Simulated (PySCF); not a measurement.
Compound: C6H14P (charge -1).
Numbering: `[CH3:1][CH2:2][P-:3][CH2:4][CH:5]([CH3:6])[CH3:7]` (hydrogens: H8, H9, H10 on C1; H11, H12 on C2; H13, H14 on C4; H15 on C5; H16, H17, H18 on C6; H19, H20, H21 on C7)

Computed with PySCF at PBE0/pcSseg-1, non-relativistic, on one gas-phase PBE0-D3(BJ)/def2-SVP geometry that isn't relaxed in the solvent. The solvent is an IEF-PCM continuum (van der Waals radii × 1.2). Specific hydrogen bonds and non-electrostatic terms are outside this model.

Gas phase at PBE0/pcSseg-1: HOMO 1.34 eV, LUMO 4.93 eV.

What does the continuum do to the energy and the frontier levels at PBE0/pcSseg-1 in dichloromethane and acetone?

```json
{"solvent": "dichloromethane", "ε": "8.93", "E(solvent) − E(gas) (kJ/mol)": "-215.13", "polarisation term (kJ/mol)": "-230.69", "distortion of the solute (kJ/mol)": "15.56", "HOMO (eV)": "-2.97", "LUMO (eV)": "1.87"}
{"solvent": "acetone", "ε": "20.49", "E(solvent) − E(gas) (kJ/mol)": "-233.96", "polarisation term (kJ/mol)": "-253.82", "distortion of the solute (kJ/mol)": "19.86", "HOMO (eV)": "-3.33", "LUMO (eV)": "1.62"}
```

The polarisation term is half the interaction of the solute with the surface charges that it induces; the rest is the cost of distorting the solute's density. The sum is the electrostatic part of solvation alone. From dichloromethane to acetone the lowering changes by a factor 1.09, Born's factor 1 − 1/ε by 1.07 and ε itself by 2.3.

Which radius a makes Born's formula ΔE = −(q²/2a)(1 − 1/ε) give the value in acetone?

a = q²(1 − 1/ε)/(2|ΔE|) = 2.82 Å, with q = -1 e and |ΔE| = 0.0891 Eh; the farthest nucleus lies 4.64 Å from the centroid of the nuclei. The formula assumes a point charge at the centre of a sphere.

Which Hirshfeld charges (PBE0/pcSseg-1) respond most in acetone (means over atoms taken as equivalent)?

| atoms | environment | gas (e) | solvent (e) | change |
| --- | --- | --- | --- | --- |
| P3 | phosphorus bonded to 2 C | -0.381 | -0.488 | -0.107 |
| H11/H12 | methylene hydrogen | -0.007 | +0.003 | +0.010 |
| H8/H9/H10 | methyl hydrogen | +0.009 | +0.018 | +0.009 |
| H13/H14 | methylene hydrogen | -0.004 | +0.004 | +0.008 |
| H16 (×6) | methyl hydrogen | +0.014 | +0.022 | +0.008 |
| C2 | sp3 carbon bound to phosphorus | -0.148 | -0.151 | -0.003 |

Time: 32 s wall; peak memory 1.1 GiB. Hardware: one thread, Arm Neoverse V1 (aarch64), shared host with 32 logical CPUs at a one-minute load of 7.6. This is the whole shielding run at PBE0/pcSseg-1 in acetone, SCF included.

Shape of the structure used: `[CH3:1][CH2:2][P-:3][CH2:4][CH:5]([CH3:6])[CH3:7]`: C1–C2–P3–C4 177°, C2–P3–C4–C5 -161°, P3–C4–C5–C6 -166°.
